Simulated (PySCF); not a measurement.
Compound: C₂H₃ClSe.
Structure used (PBE0-D3(BJ)/def2-SVP), in Å, numbered top down from 1:
```
atom  x, y, z in Å
Cl1   -1.372    0.721   -1.372
C2    -0.634    0.006    0.094
C3     0.837   -0.132   -0.071
Se4    2.020    0.297    1.144
H5    -0.890    0.631    0.959
H6    -1.087   -0.991    0.226
H7     1.156   -0.562   -1.032
```

Method: MP2 and CCSD/aug-cc-pVDZ in PySCF, restricted Hartree–Fock reference, frozen core, non-relativistic, gas phase, PBE0-D3(BJ)/def2-SVP geometry.

E(HF) = -2936.77573 Eh.

Question: How large is the problem?

Answer: 136 basis functions and 66 electrons; 16 orbitals frozen, which leaves o = 17 correlated occupied and v = 103 virtual orbitals. That is o·v = 1751 singles and o·v(o·v + 1)/2 = 1533876 distinct closed-shell doubles amplitudes before symmetry; the costliest CCSD step grows as o²v⁴ = 3.3 × 10^10.

Question: What are the MP2 and CCSD correlation energies?

Answer: MP2 -0.5741 Eh and CCSD -0.6123 Eh, which gives totals of -2937.34987 and -2937.38801 Eh. That is 0.490 eV for each correlated electron at CCSD (1608 kJ/mol in all, 0.021 % of the total energy); MP2 gives 93.8 % of the CCSD value.

Question: What is the T1 diagnostic?

Answer: 0.0144, below the customary warning level of 0.02. It is the norm of the spatial-orbital singles amplitudes over the root of the number of correlated electrons, so the norm is 0.084.

Question: How does correlation change the dipole moment?

Answer: HF gives 1.54 D and CCSD (unrelaxed density) 1.20 D, a change of -0.34 D; the two vectors are 20° apart.

No triples correction and no basis-set extrapolation were made.

One conformer stands for the species.
